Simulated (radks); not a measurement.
Correlation energies from several functionals, in hartree. Species: Bi4+ [Xe] 4f14 5d10 6s1; Ca [Ar] 4s2. Method: non-relativistic Kohn-Sham, exchange-only LDA, spin-polarised, spherical densities, point nucleus; computed with a radial shooting solver on a logarithmic mesh with Libxc functionals. Every spin shell is full or empty, so the densities are truly spherical. Functionals are evaluated on that one density, not self-consistently.

\begin{tabular}{lrr}
functional & Bi4+ & Ca \\ \hline
PW92 & -8.4669 & -1.5741 \\
PZ & -8.4741 & -1.5717 \\
Wigner & -4.2915 & -1.0182 \\
PBE & -4.9781 & -0.77105 \\
LYP & -4.3754 & -0.83162 \\
P86 & -5.5860 & -0.88678 \\
AM05 & -7.9892 & -1.4300 \\
TPSS & -4.9744 & -0.77658 \\
SCAN & -4.9931 & -0.77219 \\
r2SCAN & -5.0075 & -0.77956 \\
\end{tabular}
